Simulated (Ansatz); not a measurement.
CH₈BNSi, SMILES `B[SiH2]CN`, relaxed with RKS PBE-D4/def2-SVP in Ansatz from a rough embedded geometry. The force threshold is 0.03 eV/Å; the program also tests the step.

The species carries charge 0 and has multiplicity 1.

Start:

```xyz
12

B     2.182   -0.363   -0.343
Si    0.528    0.525   -0.566
C    -0.723   -0.292    0.532
N    -2.020    0.398    0.517
H     2.330   -1.311    0.362
H     3.179   -0.028   -1.009
H     0.684    1.942   -0.164
H     0.078    0.420   -1.915
H    -0.815   -1.313    0.304
H    -0.360   -0.181    1.615
H    -2.654    0.010    1.142
H    -2.408    0.194   -0.474
```

How much energy does the relaxation release, and in how many steps? (Estimate.)

The calculation gave: 58.21 kJ/mol, in 6 steps.

Which bonds change most? (Estimate.)

Computed: B1–Si2 from 1.891 to 2.016 Å; Si2–H8 from 1.426 to 1.517 Å; C3–H9 from 1.051 to 1.124 Å; N4–H11 from 0.971 to 1.029 Å.

Give the relaxed structure. (An estimate is asked.)

Ansatz gave: 
```xyz
12

B     2.331   -0.409   -0.404
Si    0.531    0.493   -0.495
C    -0.812   -0.281    0.618
N    -2.089    0.414    0.475
H     2.562   -1.367    0.311
H     3.253    0.009   -1.082
H     0.693    1.963   -0.175
H     0.049    0.433   -1.932
H    -0.822   -1.388    0.424
H    -0.450   -0.171    1.665
H    -2.804   -0.008    1.082
H    -2.443    0.312   -0.486
```
